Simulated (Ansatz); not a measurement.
Input file for Ansatz (a first-principles code): R-CCSD(T)/aug-cc-pVDZ on FH3 (a complex), monomers drawn apart or pushed together.

Ansatz 0.2 input:
```yaml
crystal:
  periodic: [false, false, false]
  atoms:
    - {symbol: F, position_ang: [-0.08209952, 0.19386140, -0.50397270]}
    - {symbol: H, position_ang: [-0.06940098, 0.09894462, 0.41765146]}
    - {symbol: H, position_ang: [-0.07984252, -0.53823093, 3.09385244]}
    - {symbol: H, position_ang: [0.01918314, 0.19810687, 3.16438849]}
basis:
  gaussian:
    orbitals: aug-cc-pVDZ
magnetization: {spin_polarized: false}
correlation: {method: ccsd_t, electrons: outside_noble_gas}
scf: {lower_state_search: off}
```

The head of its log:

```
WARN ansatz: RAYON_NUM_THREADS=1 ignored (pool sized by the plan → 1); use --threads N
Functional definition: HF
these checks for a lower state are left out or cut short: stability, starts, cluster_reference, orbital_swaps, neighbouring_geometries, increment
integrals: 0.02 GiB planned
458 factors; integrals over basis functions are off by at most 1.1e-3 eV
mean field: 0.06 GiB planned
mean field evaluation 1: about -2751.6861 eV, gradient 2.4e1 eV
mean field evaluation 2: about -2751.6850 eV, gradient 2.4e1 eV
mean field evaluation 4: about -2752.7658 eV, gradient 1.3e0 eV
mean field evaluation 8: about -2752.7721 eV, gradient 5.0e-5 eV
mean field -2752.77209967 eV, -101.1625087669 hartree, gradient 1.1e-6 eV, S^2 0.000000; 0 other end points of the search recorded, 0 dependent functions left out
1 core orbitals not correlated
reference -2752.77209967 eV, -101.1625087669 hartree; 5, 5 occupied and 44, 44 virtual orbitals, 458 factors
```

Task: Give the final energy of this run.

Result: -101.4295 hartree (reference determinant -101.1625, T1 diagnostic 0.011).
